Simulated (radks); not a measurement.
Results of a calculation; reference values are marked as such.
Problem. Species: Tl LXXIV. Configuration: [He] 2s2 2p4. Code: a radial shooting solver on a logarithmic mesh with Libxc functionals. Model: Dirac Kohn-Sham, PBE, spin-unpolarised, spherical densities, point nucleus; open shells are shared between the two j in proportion to 2j + 1. Some entries of the table are withheld. Estimate them.

orbital     occ.  eigenvalue (eV)  r(max) (bohr)  <r^2> (bohr^2)
1s1/2          2              (1)        0.01001       0.0003671
2s1/2          2        -22306.70        0.05752        0.005271
2p1/2    1.33333        -21881.37            (2)        0.003680
2p3/2    2.66667        -19685.52            (3)        0.004749
3s1/2          0        -9360.533         0.1523         0.02879
3p1/2          0        -9218.132            (4)         0.02533
3p3/2          0        -8595.393            (5)         0.02943

Solution. 
(1) 1s1/2 eigenvalue (eV): -93357.07
(2) 2p1/2 r(max) (bohr): 0.04201
(3) 2p3/2 r(max) (bohr): 0.04934
(4) 3p1/2 r(max) (bohr): 0.1402
(5) 3p3/2 r(max) (bohr): 0.1527
